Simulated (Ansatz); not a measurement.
Molecule: CNO, net charge 0, doublet state. It need not be the lowest isomer of its formula. 
Structure (B3LYP-D3(BJ)/def2-TZVP (Ansatz, an electronic-structure program) minimum search):
```
C
O 1 1.1754
N 1 1.2216 2 180.00
```
Charge 0, spin multiplicity 2.

Property: atomisation energy (electronic, to ground-state atoms), in kJ/mol. Correlated levels leave the core frozen unless marked. UHF or UKS for open shells. Spin-orbit coupling is left out. No relativistic terms. The coupled-cluster limit lacks core correlation, which all-electron functionals hold. CBS(X,Y): correlation extrapolated as X^-3; Hartree-Fock from the larger set.

```
level                           program  atomisation energy (kJ/mol)
-----------------------  --------------  ---------------------------
BLYP-D4/def2-TZVPD       Ansatz + dftd4                       1414.4
B3LYP-D3(BJ)/def2-TZVPD  Ansatz + dftd3                       1356.4
HSE06/def2-TZVPD                 Ansatz                       1360.1
wB97X/def2-TZVPD                 Ansatz                       1339.0
```

Problem. Predict the CCSD(T)/CBS(cc-pVTZ,cc-pVQZ) result (Ansatz).

Solution. 1318.0 kJ/mol
